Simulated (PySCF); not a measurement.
# How the method changes the shape and vibrations of AlCH4 cation

These are calculations, not measurements. They come from PySCF 2.14.0, an open-source quantum chemistry program, on an isolated molecule that a program drew, which may never have been made. The molecule is AlCH4 cation (charge +1, singlet), drawn as the SMILES string `[CH3][AlH+]`.

The geometry was optimised and harmonic frequencies were computed with HF and MP2, all in the cc-pV(D+d)Z basis, for the commonest isotopes, with a restricted reference for singlets and an unrestricted one otherwise, and a frozen core in MP2. Each result is a local minimum of its method.

Geometry at the HF minimum:
```xyz
6
AlCH4 cation, angstrom
C    -1.7868    1.6506   -1.2525
Al   -1.2062    3.3312   -0.5319
H    -1.4517    0.8315   -0.6100
H    -2.8784    1.6273   -1.3159
H    -1.3707    1.5084   -2.2538
H    -0.7385    4.6849    0.0488
```

Lengths of the bonds as drawn, in Å (atoms numbered as above):
```
bond,HF,MP2
C1-Al2,1.919,1.913
C1-H3,1.094,1.105
C1-H4,1.094,1.105
C1-H5,1.094,1.105
Al2-H6,1.545,1.550
```

Rotational constants, in GHz:
```
constant,HF,MP2
A,158.3,155.1
B,11.15,11.19
C,11.15,11.19
```

Harmonic frequencies in cm^-1, each column in rising order, so a row needn't be the same motion in every method:
```
rank,HF,MP2
1,395,372
2,395,373
3,671,678
4,768,719
5,768,719
6,1333,1226
7,1515,1412
8,1515,1412
9,2152,?
10,3163,3071
11,3266,3186
12,3266,3186
```

**Estimate the missing MP2 frequency from the HF column.**

A single factor s that minimises the squared misfit of MP2 against s times HF over the other rows is sum(HF x MP2) / sum(HF^2) = 0.9658, with an rms misfit of 35 cm^-1. For rank 9 it gives 0.9658 x 2152 = 2078 cm^-1. The calculation gives 2103 cm^-1, 25 cm^-1 above the estimate. The drawn bonds are on average 0.6 % longer in MP2 than in HF.
